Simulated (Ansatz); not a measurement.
System: C$_{4}$H$_{4}$N, charge 0, multiplicity 2. It need not be the lowest isomer of its formula. 
Coordinates optimised at B3LYP-D3(BJ)/def2-TZVP (Ansatz, a first-principles code):
```xyz
9

C     -1.9631    -0.1689     0.0525
C     -0.7467    -0.9721     0.0564
C      0.5619    -0.8297     0.0202
C      1.1700     0.4631    -0.0458
N      1.6429     1.5137    -0.0990
H     -1.7209     0.9010     0.0040
H     -2.5918    -0.4188    -0.8054
H     -2.5507    -0.3481     0.9560
H      1.2307    -1.6843     0.0389
```
Charge 0, spin multiplicity 2.

**Question.** Give the harmonic wavenumbers at B3LYP-D3(BJ)/def2-TZVP (Ansatz, finite differences of forces, unscaled).

**Answer.** 122, 126, 311, 346, 478, 629, 788, 887, 993, 1040, 1060, 1298, 1395, 1447, 1459, 1717, 2322, 2985, 3064, 3085, 3142 cm⁻¹. Zero-point energy 41.0 kcal/mol.

**Question.** From these and the geometry, give the ideal-gas thermochemistry at 298.15 K and 1 atm (rigid rotor, harmonic oscillator).

**Answer.** Point group Cs, rotational symmetry number 1. Rotational constants 13.73, 3.292, 2.7 GHz. S(trans) 38.48, S(rot) 25.38, S(vib) 10.42, S(elec, spin only) 1.38, S 75.7 cal/(mol K). H(298) - H(0) 4.13 kcal/mol; G - E(el) 22.6 kcal/mol.
